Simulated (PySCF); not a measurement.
C₃H₅F₃. Atoms are numbered in the order given.

```xyz
11

C     -0.0905    -2.0822     0.0000
C      0.8036    -0.8443     0.0000
C      0.0219     0.4498     0.0000
F     -0.7744     0.5562     1.0852
F      0.8407     1.5206     0.0000
F     -0.7744     0.5562    -1.0852
H     -0.7351    -2.0989    -0.8912
H     -0.7351    -2.0989     0.8912
H      0.5225    -2.9948     0.0000
H      1.4555    -0.8220    -0.8868
H      1.4555    -0.8220     0.8868
```

The structure is a stationary point at TPSSh-D3(BJ)/def2-SVP.

All values below come from PySCF with PBE/def2-TZVP.

Symmetry labels are those of the subgroup Cs that the program uses (full group Cs).

Problem. List the valence orbital energies around the gap with their symmetry. (The exact figures need the calculation; the answer reports its results.)

Solution. 
| orbital | symmetry | energy (eV) |
|---|---|---|
| HOMO−7 | A" | -10.88 |
| HOMO−6 | A' | -10.56 |
| HOMO−5 | A' | -9.86 |
| HOMO−4 | A" | -9.80 |
| HOMO−3 | A" | -9.40 |
| HOMO−2 | A' | -9.36 |
| HOMO−1 | A" | -8.85 |
| HOMO | A' | -8.63 |
| LUMO | A' | 0.37 |
| LUMO+1 | A' | 1.41 |
| LUMO+2 | A" | 1.55 |
| LUMO+3 | A' | 1.94 |
